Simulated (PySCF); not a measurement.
Compound: BMe2(CH2SiH3), C₃H₁₁BSi.
Bonds: B1–C2, B1–C6, B1–C10, C10–Si11. Hydrogens: H3, H4, H5 on C2; H7, H8, H9 on C6; H12, H13 on C10; H14, H15, H16 on Si11.

Computed, not measured: PBE0-D3(BJ)/def2-SVP geometry optimisation, gas phase in PySCF.

Question: Give the optimised bond lengths and angles.

Answer: 
| bond | length (pm) |
| --- | --- |
| B1–C2, B1–C6 | 157.5 |
| B1–C10 | 156.5 |
| C2–H3 and 5 like bonds | 110.3 |
| C10–Si11 | 189.0 |
| C10–H12, C10–H13 | 110.3 |
| Si11–H14, Si11–H15, Si11–H16 | 149.6 |

Bonds in one row agree within 1 pm and their mean is given. A selection of angles:
| angle | degrees |
| --- | --- |
| C2–B1–C6 | 120.2 |
| C2–B1–C10 | 119.1 |
| C6–B1–C10 | 120.7 |
| B1–C2–H3 | 115.1 |
| B1–C2–H4 | 107.4 |
| B1–C2–H5 | 112.0 |
| H3–C2–H4 | 107.4 |
| H3–C2–H5 | 109.0 |
| H4–C2–H5 | 105.2 |
| B1–C6–H8 | 108.6 |
| B1–C10–Si11 | 108.2 |
| B1–C10–H12 | 113.1 |
| Si11–C10–H12 | 105.1 |
| H12–C10–H13 | 109.6 |
| C10–Si11–H14 | 110.8 |
| H14–Si11–H15 | 108.2 |

Torsions: C2–B1–C10–Si11 96° (anticlinal). The mirror-image conformer, all signs reversed, is as good.

B1 (boron bonded to 3 C) is planar (angles 120.7°, 120.2° and 119.1°, sum 360.0°, 0.01 Å off the plane of its three neighbours). Si11 (silicon bonded to C and 3 H) is tetrahedral (angles from 108.2° to 110.8°).

PBE0-D3(BJ)/def2-SVP frequencies: not computed here. One conformer, not necessarily the lowest.

Time: 52 s of wall time; peak memory 0.53 GiB. Hardware: Arm Neoverse V1, one thread, no GPU, shared host. These figures are those of the optimisation.
